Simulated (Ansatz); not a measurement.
**Nudged elastic band run: CH$_{8}$GaN**

input.yaml

```yaml
crystal:
  periodic: [false, false, false]
  atoms:
    - { symbol: Ga, position_ang: [-0.073454, -0.203195, 0.422949] }
    - { symbol: C, position_ang: [0.066128, 0.445288, 2.298953] }
    - { symbol: H, position_ang: [-0.848716, 0.249692, 2.881588] }
    - { symbol: H, position_ang: [0.919122, -0.001348, 2.835776] }
    - { symbol: H, position_ang: [0.223086, 1.536065, 2.304826] }
    - { symbol: H, position_ang: [1.254619, -0.264309, -0.446267] }
    - { symbol: H, position_ang: [-1.441191, 0.022981, -0.352201] }
    - { symbol: "N", position_ang: [-0.290487, -2.329543, 0.765103] }
    - { symbol: H, position_ang: [-0.438315, -2.820944, -0.116622] }
    - { symbol: H, position_ang: [0.541788, -2.724098, 1.203779] }
    - { symbol: H, position_ang: [-1.08678, -2.531788, 1.370015] }
basis:
  gaussian: { orbitals: def2-SVP }
hamiltonian:
  xc: pbe0
neb:
  order_check: false
  images: 7
  f_tol: 0.05
  max_iterations: 30
  initial_path: linear
  final_atoms:
    - { symbol: Ga, position_ang: [-0.03836939, -1.09877678, -1.35995514] }
    - { symbol: C, position_ang: [-0.11973067, 0.13304486, 3.38028317] }
    - { symbol: H, position_ang: [-1.01122237, -0.12965474, 3.96630258] }
    - { symbol: H, position_ang: [0.78085095, -0.12023653, 3.95629306] }
    - { symbol: H, position_ang: [-0.1265431, 1.21235453, 3.17314185] }
    - { symbol: H, position_ang: [1.4003247, -0.84813269, -1.91748883] }
    - { symbol: H, position_ang: [-1.38564935, -0.63420892, -2.00265347] }
    - { symbol: "N", position_ang: [-0.15835996, -2.02791186, 0.19552761] }
    - { symbol: H, position_ang: [-1.02987868, -2.28049252, 0.64614269] }
    - { symbol: H, position_ang: [0.6360424, -2.40486926, 0.69901356] }
    - { symbol: H, position_ang: [-0.12166454, -0.42231508, 2.43129191] }
```

Launched with:

```bash
$ ansatz run input.yaml --threads 2 --pin off --max-ram 3072MiB --backend cpu --events-out ev --progress --plain --runs-dir out
```

Output, in part (warnings, iteration lines, the closing report on the highest movable image, with atoms numbered from 0):

```
NEB end point (image 0): max|allowed force component| = 2.229e-2 eV/Å (the criterion of neb.relax_end_points is 1.000e-2)
NEB end point (image 8): max|allowed force component| = 2.266e-2 eV/Å (the criterion of neb.relax_end_points is 1.000e-2)
NEB iter   1: max|band force component| = 4.031e1 eV/Å  barrier→ = 11.4394 eV  barrier← = 11.1860 eV  Δτ_max = 0.2000 Å  (226 SCF iters)
NEB iter   2: max|band force component| = 4.138e0 eV/Å  barrier→ = 4.1319 eV  barrier← = 3.8785 eV  Δτ_max = 0.2000 Å  (205 SCF iters)
NEB iter   3: max|band force component| = 6.607e0 eV/Å  barrier→ = 2.5665 eV  barrier← = 2.3131 eV  Δτ_max = 0.1011 Å  (197 SCF iters)
NEB iter   4: max|band force component| = 2.540e0 eV/Å  barrier→ = 1.9686 eV  barrier← = 1.7152 eV  Δτ_max = 0.2000 Å  (183 SCF iters)
NEB iter   5: max|band force component| = 3.138e0 eV/Å  barrier→ = 1.8605 eV  barrier← = 1.6071 eV  Δτ_max = 0.1000 Å  (183 SCF iters)
NEB iter   6: max|band force component| = 1.198e0 eV/Å  barrier→ = 1.6822 eV  barrier← = 1.4288 eV  Δτ_max = 0.1997 Å  (176 SCF iters)
NEB iter   7: max|band force component| = 9.672e-1 eV/Å  barrier→ = 1.5484 eV  barrier← = 1.2950 eV  Δτ_max = 0.2000 Å  (180 SCF iters)
NEB iter   8: max|band force component| = 1.104e0 eV/Å  barrier→ = 1.6395 eV  barrier← = 1.3861 eV  Δτ_max = 0.0988 Å  (181 SCF iters)
NEB iter   9: max|band force component| = 9.692e-1 eV/Å  barrier→ = 1.6732 eV  barrier← = 1.4198 eV  Δτ_max = 0.0999 Å  (180 SCF iters)
NEB iter  10: max|band force component| = 3.828e-1 eV/Å  barrier→ = 1.6175 eV  barrier← = 1.3641 eV  CI = image 3  Δτ_max = 0.0559 Å  (170 SCF iters)
NEB iter  11: max|band force component| = 2.886e-1 eV/Å  barrier→ = 1.5928 eV  barrier← = 1.3394 eV  CI = image 3  Δτ_max = 0.0620 Å  (166 SCF iters)
NEB iter  12: max|band force component| = 8.742e-2 eV/Å  barrier→ = 1.5912 eV  barrier← = 1.3378 eV  CI = image 3  Δτ_max = 0.0322 Å  (154 SCF iters)
NEB iter  13: max|band force component| = 4.337e-2 eV/Å  barrier→ = 1.5890 eV  barrier← = 1.3356 eV  CI = image 3  Δτ_max = 0.0000 Å  (325 SCF iters)
Total energy: -55015.54418022 eV, -2021.7839577480 hartree
Atom 0 at     0.010037    -0.331068     0.118610 Å, force    -0.001244    -0.001924    -0.002786 eV/Å
Atom 1 at    -0.168284    -0.067833     2.339786 Å, force    -0.002998     0.039022     0.012361 eV/Å
Atom 2 at    -1.124008    -0.152926     2.880467 Å, force     0.005586    -0.010763     0.007304 eV/Å
Atom 3 at     0.669030    -0.237921     3.034387 Å, force    -0.002641    -0.006874     0.008666 eV/Å
Atom 4 at    -0.094469     1.001116     2.054415 Å, force     0.005060    -0.013519    -0.015778 eV/Å
Atom 5 at     1.473641     0.074351    -0.260048 Å, force     0.001661     0.000625     0.000599 eV/Å
Atom 6 at    -1.317307     0.221884    -0.499794 Å, force    -0.001152    -0.001384     0.000182 eV/Å
Atom 7 at    -0.138683    -2.226241     0.697453 Å, force     0.015441    -0.018347    -0.019144 eV/Å
Atom 8 at    -0.979528    -2.757054     0.479162 Å, force    -0.006615     0.007840     0.004689 eV/Å
Atom 9 at     0.670585    -2.839572     0.623366 Å, force     0.002146     0.004888    -0.000608 eV/Å
Atom 10 at    -0.175215    -1.305934     1.700095 Å, force    -0.015245     0.000436     0.004514 eV/Å
Dipole moment:    -0.026304    -0.364757     0.084317 e Å
```

The run converged. Neighbouring images differ by up to 1.4 eV, so the band resolves the path poorly. Another band between the same ends (7 images) ends at a top of the same energy, where a vibrational analysis finds 1 clearly imaginary mode. The orbitals stay closed-shell, which can raise the energy where a bond breaks towards radicals; this wasn't checked here.

Final band (atoms are numbered from 1 in the order of the input):

| image | path coordinate (Å) | energy (eV) | Ga1–C2 (Å) | N8–H11 (Å) | C2–H11 (Å) |
| --- | --- | --- | --- | --- | --- |
| 0 | 0.00 | 0.00 | 1.99 | 1.02 | 3.32 |
| 1 | 0.95 | 0.01 | 1.99 | 1.02 | 3.03 |
| 2 | 1.90 | 0.20 | 2.01 | 1.02 | 2.28 |
| 3 | 2.85 | 1.59 | 2.24 | 1.36 | 1.39 |
| 4 | 3.84 | 0.42 | 2.90 | 2.27 | 1.10 |
| 5 | 4.84 | 0.28 | 3.49 | 2.85 | 1.10 |
| 6 | 5.84 | 0.27 | 4.03 | 2.85 | 1.10 |
| 7 | 6.83 | 0.26 | 4.48 | 2.78 | 1.10 |
| 8 | 7.83 | 0.25 | 4.90 | 2.75 | 1.10 |

Run time: 8 min on 2 threads of Intel(R) Xeon(R) Platinum 8259CL CPU @ 2.50GHz (Skylake/Cascade Lake) (shared host), peak memory 0.24 GiB.
